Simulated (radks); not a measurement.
The numbers below are computed, except where a source is named.
Neutral boron, 5 electrons, occupied as [He] 2s2 6p1 (not the ground configuration).

Level of theory: Dirac Kohn-Sham, PBE, spin-unpolarised, spherical densities, point nucleus; open shells fill j = l - 1/2 first (a radial shooting solver on a logarithmic mesh with Libxc functionals).

Energy parts (eV):
| part | energy |
|---|---|
| total | -661.830 |
| kinetic | 660.067 |
| electron-nucleus | -1490.923 |
| Hartree | 265.897 |
| exchange-correlation | -96.871 |

Orbitals (lengths in bohr, moments of r in powers of bohr; r(max) is where P^2 peaks; r(90%) holds 90 % of the orbital's charge):
[
 {"orbital": "1s1/2", "occ.": "2", "eigenvalue (eV)": "-192.6602", "<1/r>": "4.657", "r(90%)": "0.592", "<r>": "0.3291", "r(max)": "0.2104"},
 {"orbital": "2s1/2", "occ.": "2", "eigenvalue (eV)": "-18.5743", "<1/r>": "0.8042", "r(90%)": "2.78", "<r>": "1.781", "r(max)": "1.446"},
 {"orbital": "6p1/2", "occ.": "1", "eigenvalue (eV)": "-0.3703", "<1/r>": "0.03658", "r(90%)": "52.4", "<r>": "39.26", "r(max)": "44.60"}
]

The highest occupied level is 6p1/2 at -0.370 eV. The density falls to 0.001 e/bohr^3 at r = 3.34 bohr.

Empty levels of this run are not shown, since the potential may be unsettled where no density lies.
